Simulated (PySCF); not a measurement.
Si(F)(OH)2(OSiH3) (FH₅O₃Si₂), SMILES O[Si](O)(F)O[SiH3]. Atoms are numbered in the order given.

```xyz
11

O      0.9969    -1.4000    -0.1144
Si     0.7278     0.2166    -0.1040
O      1.6615     0.9107     1.0545
F      1.1216     0.8890    -1.5214
O     -0.8724     0.4372     0.1115
Si    -2.1792    -0.5828     0.3235
H      1.8990    -1.7137     0.0006
H      1.7528     1.8687     1.0442
H     -2.3318    -1.4762    -0.8574
H     -1.9942    -1.4048     1.5512
H     -3.3887     0.2691     0.4693
```

Geometry: ωB97X-D3(BJ)/def2-SVP. Other conformers were not sampled.

Calculation: B3LYP/pcSseg-1 (PySCF).

GIAO shieldings, no solvent; atoms listed in one row are averaged. δ = σ(ref) − σ: ¹⁷O against H2O (σ = 333.8 ppm); ²⁹Si against TMS (σ = 338.7 ppm); ¹⁹F against CFCl3 (σ = 161.7 ppm); ¹H against TMS (σ = 31.68 ppm), references at their B3LYP-D3(BJ)/def2-TZVP geometries, non-relativistic.

**Question.** Estimate the chemical shifts. (Estimate from the structure and the level; the computed values follow.)

**Answer.** 
| nucleus | atoms | count | δ (ppm) |
|---|---|---|---|
| ¹⁷O | O3 | 1 | 46.8 |
| ¹⁷O | O1 | 1 | 40.5 |
| ¹⁷O | O5 | 1 | 36.3 |
| ²⁹Si | Si6 | 1 | -38.0 |
| ²⁹Si | Si2 | 1 | -85.8 |
| ¹⁹F | F4 | 1 | -158.8 |
| ¹H | H9, H10, H11 | 3 | 5.15 |
| ¹H | H7 | 1 | 2.30 |
| ¹H | H8 | 1 | 2.21 |
